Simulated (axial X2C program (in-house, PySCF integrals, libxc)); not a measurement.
## Low determinants of KSi⁺ at the PBE0 level, two-component

Calculated with an axial X2C code built on PySCF integrals. Two-component (2c) means X2C with spin–orbit coupling and atomic mean-field two-electron Coulomb and Gaunt terms. Basis: K dyall-cv3z [11s12p6d3f], Si dyall-v3z [8s7p2d1f] (cores contracted in-house); Gaussian nuclei, density fitting, unrestricted open shells. Masses: K 38.964 u, Si 27.977 u.

Search at 3.619 Å (vertical energies from the lowest determinant):

```tsv
ΔE (eV)	state	electrons beyond evenly filled partner blocks	electrons in ±ω = 1/2, 3/2, 5/2, 7/2
0.00	Ω = 2	ω = 1/2, ω = 3/2	25 7 0 0
0.25	Ω = 1	2 × ω = 1/2	26 6 0 0
0.27	Ω = 1	ω = -1/2, ω = 3/2	25 7 0 0
0.70	Ω = 0	none	26 6 0 0
1.32	Ω = 0	none	24 8 0 0
5.95	Ω = 3	2 × ω = 3/2	24 8 0 0
7.24	Ω = 3	ω = 1/2, ω = 5/2	25 6 1 0
```

Lowest determinant, Ω = 2 (⟨Sz⟩ = 1.00, ⟨Lz⟩ = 1.00 at PBE0): Re = 3.597 Å, ωe = 101.7 cm⁻¹.

The determinant in row 2 of the search, Ω = 1 (⟨Sz⟩ = 0.00, ⟨Lz⟩ = 1.00 at PBE0), was followed along the bond at PBE0; measured from the minimum of the lowest determinant it gives:

Te = 0.250 eV (2015 cm⁻¹), Re = 3.630 Å, ωe = 100.6 cm⁻¹.

(1) Compare the bond of the determinant in row 2 with that of the lowest one.

The search compares states at one distance, so a state with another bond length can lie lower; it is not exhaustive and yields mostly the lowest determinant of each block pattern, so other components and higher states of one pattern are missing. These are energies of single determinants, not of spin-adapted states; PBE0 term energies can be off by some tenths of an eV, and the functional has no current term. Open-shell Ω = 0 determinants with evenly filled partner blocks cannot be reached by this program, so the Ω shown need not be the lowest component. The lowest determinant need not be the ground state where others lie within half an eV.

## Answers

(1) At PBE0 its Re is 0.033 Å longer and its force constant, which goes as ωe², is 0.98 times that of the lowest determinant. This determinant mixes spin states, so it has no term energy of its own.
